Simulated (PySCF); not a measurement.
# Radial density of N³⁺ (nitrogen, charge +3)

UHF, [He] 2s2, closed-shell 1S. Computed with PySCF 2.14 in x2c-QZVPPall with one added diffuse shell each of s, p, d, f type (8s5p4d3f1g, 73 functions), with scalar relativity by spin-free X2C-1e.

```csv
r (bohr),4πr²ρ (e/bohr)
0.00425,0.04708
0.00715,0.1265
0.0120,0.3314
0.0202,0.8307
0.0340,1.929
0.0573,3.939
0.0963,6.477
0.162,7.407
0.273,4.625
0.458,1.528
0.771,1.871
1.30,1.394
2.18,0.1589
3.67,0.0006770
```

Densities and radii are taken from the X2C orbitals without a picture-change correction, which distorts them close to the nucleus.
